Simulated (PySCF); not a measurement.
This PySCF input asks for the NMR shieldings of `c1ccc(-c2cccs2)nc1`, C9H7NS; the geometry comes from GFN2-xTB.

```python
import basis_set_exchange as bse
import numpy as np
from pyscf import gto, dft
from pyscf.prop import nmr

atoms = """
C    -3.114579    0.145491   -0.388771
C    -2.626661    0.283743    0.902559
C    -1.262418    0.225055    1.111630
C    -0.420003    0.028480    0.012729
C     1.017901   -0.043986    0.149238
C     1.931104   -0.230824   -0.853904
C     3.260177   -0.255316   -0.394109
C     3.350658   -0.087606    0.951896
S     1.812496    0.104357    1.687721
N    -0.895474   -0.103923   -1.227890
C    -2.198260   -0.046470   -1.412795
H    -4.172611    0.184995   -0.594792
H    -3.301930    0.435000    1.732798
H    -0.844311    0.328132    2.101653
H     1.634310   -0.344116   -1.879592
H     4.113089   -0.391872   -1.034404
H     4.230555   -0.064205    1.563874
H    -2.522800   -0.160617   -2.439498
"""
names = dict.fromkeys(["C", "S", "N", "H"], "pcSseg-1")
basis = {el: gto.basis.parse(bse.get_basis(n, elements=[el], fmt="nwchem")) for el, n in names.items()}
mol = gto.M(atom=atoms, basis=basis, charge=0, verbose=0)
mf = dft.RKS(mol, xc="PBE0")
mf.grids.level = 2
mf.grids.alignment = dft.numint.BLKSIZE   # the property module wants whole blocks of grid points
mf.conv_tol = 1e-9
mf.kernel()

calc = nmr.RKS(mf)   # GIAO
C = mf.mo_coeff
Co = C[:, mf.mo_occ > 0]
resp = mf.gen_response(singlet=True, hermi=2)
def vind(x):   # induced exchange potential for any number of trial vectors
    d = np.einsum("pi,xij,qj->xpq", C, 2 * x.reshape(-1, C.shape[1], Co.shape[1]), Co, optimize=True)
    return np.einsum("xpq,pi,qj->xij", resp(d - d.transpose(0, 2, 1)), C, Co, optimize=True).ravel()
mo1, _ = nmr.rhf.solve_mo1(calc, with_cphf=vind)
sigma = calc.kernel(mo1)
for i, s in enumerate(sigma):   # ppm
    print("%2d %-2s %9.2f" % (i, mol.atom_pure_symbol(i), np.trace(s) / 3))
```

Q: What does it print?

A: 
```
 0 C      61.22
 1 C      44.40
 2 C      63.40
 3 C      29.56
 4 C      33.37
 5 C      53.14
 6 C      53.97
 7 C      52.17
 8 S     292.86
 9 N     -73.25
10 C      31.50
11 H      24.56
12 H      23.82
13 H      23.94
14 H      23.15
15 H      24.45
16 H      24.52
17 H      22.83
```

These numbers come from an equivalent density-fitted implementation of the same equations, which agrees with the script to about 0.01 ppm for H and up to a few tenths of a ppm for heavy atoms, so last digits may differ.

Q: Turn these shieldings into chemical shifts. Referencing at the same level of theory: TMS for 13C (186.93 ppm) and 1H (31.72 ppm); 33S (503.73 ppm) vs CS2; NH3 for 15N (267.73 ppm).

A: Averaging equivalent atoms: C 3: 157.4; C 10: 155.4; C 4: 153.6; C 1: 142.5; C 7: 134.8; C 5: 133.8; C 6: 133.0; C 0: 125.7; C 2: 123.5; S 8: 211; N 9: 341.0; H 17: 8.89; H 14: 8.57; H 12: 7.90; H 13: 7.78; H 15: 7.27; H 16: 7.19; H 11: 7.16 ppm. Experimental scales use liquid or dissolved standards, which lie at an offset from isolated NH3 (liquid NH3: subtract about 20 ppm). Unscaled 15N shifts of sp2 nitrogen come out 20 to 40 ppm too high even then.

Size and cost of the density-fitted run: 229 basis functions, 68 s wall time on 1 thread of an Arm Neoverse V1, shared host.
